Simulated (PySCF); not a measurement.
Al(Me)(NCO)(OH) (C₂H₄AlNO₂), SMILES [CH3][Al]([OH])[N]=C=O. Heavy atoms are numbered as in [Al:1]([CH3:2])([N:6]=[C:7]=[O:8])[OH:9]. Hydrogens are named by the atom that carries them.

The structure is a stationary point at PBE0-D3(BJ)/def2-SVP. The structure was generated by enumeration; whether it is a known compound was not checked. Other conformers were not sampled.

All values below come from r2SCAN/def2-TZVP (PySCF).

Atomic charges (e), one atom of each kind:

```tsv
atom	IAO	Löwdin	Mulliken
Al1	1.27	0.07	0.66
C2 (CH3)	-0.85	-0.47	-0.58
H on C2	0.17	0.14	0.14
N6	-0.62	0.08	-0.34
C7	0.52	-0.35	0.33
O8	-0.37	0.18	-0.25
O9 (OH)	-0.83	-0.11	-0.55
H on O9	0.37	0.18	0.32
```
